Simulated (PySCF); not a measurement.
GeO₂, optimised at PBE0/def2-TZVP:

```xyz
3

O      0.9722     0.9447    -0.8748
Ge     0.0000     0.0000     0.0000
O     -0.9722    -0.9447     0.8748
```

Computed with PySCF (xtb for GFN2) and rigid-rotor harmonic-oscillator thermochemistry at 1 bar. 6-31G* has spherical d functions here. All species are closed-shell singlets. B3LYP is the form with VWN-RPA correlation. Ge: all electrons, no relativistic terms. GeO₂: computed as isolated molecules; such fragments, hydroxides, amides, oligomers or adducts are transient or little studied in the gas.

**Question.** List the harmonic frequencies (cm⁻¹, unscaled) at this level and at the other levels, each on its own geometry.

**Answer.** 
- PBE0/def2-TZVP: 217, 217, 920, 1103
- B3LYP/6-31G*: 191, 191, 871, 1049
- GFN2-xTB: 170, 170, 857, 1023
- HF/6-31G*: 219, 219, 972, 1130
- PBE/def2-SVP: 195, 195, 857, 1041
